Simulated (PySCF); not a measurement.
A structure optimised at PBE-D3(BJ)/def2-SVP, used in a PySCF frequency run:

```xyz
4

Ge     0.0000     0.0000     0.6091
Br     1.9158    -1.1061    -0.1856
Br    -1.9158    -1.1061    -0.1856
Br     0.0000     2.2121    -0.1856
```
Charge 0, spin multiplicity 2.

### Question
Write its SMILES, formula and point group.

### Answer
[Br][Ge]([Br])[Br], Br3Ge, C3v

### Question
What are its rotational constants (standard atomic weights)?

### Answer
0.81287, 0.81287, 0.43083 GHz
